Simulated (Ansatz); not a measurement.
`NC1C[SiH2]1` + H₂O → `OC1C[SiH2]1` + NH₃ at 600 K and 1 bar (formal hydrolysis of a C–N bond).

Program: Ansatz. Geometries: PBE0-D4/def2-TZVP. ΔE: electronic, gas phase. CBS: MP2 limit from def2 TZ/QZ plus the TZ coupled-cluster correction, frozen cores. This one scheme is used for every species. Each species was taken in one conformer, which may not be the lowest.

| species | CCSD(T)/CBS energy (Eh) | H − E (kJ/mol) | S (J/(mol·K)) |
| --- | --- | --- | --- |
| `NC1C[SiH2]1` | -424.04371 | 283.6 | 386.4 |
| H₂O | -76.37941 | 76.8 | 212.8 |
| `OC1C[SiH2]1` | -443.90503 | 247.3 | 380.5 |
| NH₃ | -56.50880 | 112.4 | 219.5 |

H − E and S are ideal-gas, rigid-rotor, harmonic terms from PBE0-D4/def2-TZVP, for one conformer and one mirror image of each species. 1 Eh = 2625.50 kJ/mol, R = 8.31446 J/(mol·K).

**Question.** By hand: ΔE, ΔH, ΔS and ΔG.

**Answer.** ΔE = (-443.90503) + (-56.50880) − (-424.04371) − (-76.37941) = 0.00929 Eh = 24.4 kJ/mol. Δ(H − E) = 247.3 + 112.4 − 283.6 − 76.8 = -0.7, so ΔH = 23.7 kJ/mol. ΔS = 380.5 + 219.5 − 386.4 − 212.8 = 0.8 J/(mol·K). ΔG = 23.7 − 600 × (0.8)/1000 = 23.2 kJ/mol.

**Question.** By hand: the equilibrium constant, and the temperature at which ΔG would vanish if ΔH and ΔS stayed fixed.

**Answer.** log₁₀ K = −ΔG/(RT ln 10) = -2.0. ΔG = 0 at ΔH/ΔS = 29625 K, far beyond where these terms or the molecules hold.

The number of gas molecules stays the same, so ΔS is small and ΔH decides. A doubt of 5 kJ/mol in ΔE shifts log₁₀ K by 0.4 here. Other conformers and mirror images would add mixing entropy, several J/(mol·K) or more a flexible species. These are equilibria of isolated gas molecules and say nothing of rates. Largest T1 diagnostic: 0.011 (customary marks: 0.02 for closed shells, 0.045 for open ones).
